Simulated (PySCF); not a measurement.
Be(H)(SeH), H2BeSe, SMILES [SeH][BeH], singlet (PBE0/def2-SVP optimised geometry):

```
4

Be    -0.729     0.354     0.000
H     -0.739     1.688     0.000
Se    -0.736    -1.688     0.000
H      0.739    -1.688     0.000
```

Calculation: PBE0/def2-TZVP run with PySCF.

Q: What are the frontier orbital energies and the dipole moment?

A: HOMO-2 -9.74 eV, HOMO-1 -8.76 eV, HOMO -7.38 eV, LUMO -1.03 eV, LUMO+1 -0.47 eV; dipole moment 0.53 D.

Meta-Löwdin charges at PBE0/def2-TZVP: Be1 1.05, H2 -0.46, Se3 -0.67, H4 0.08.
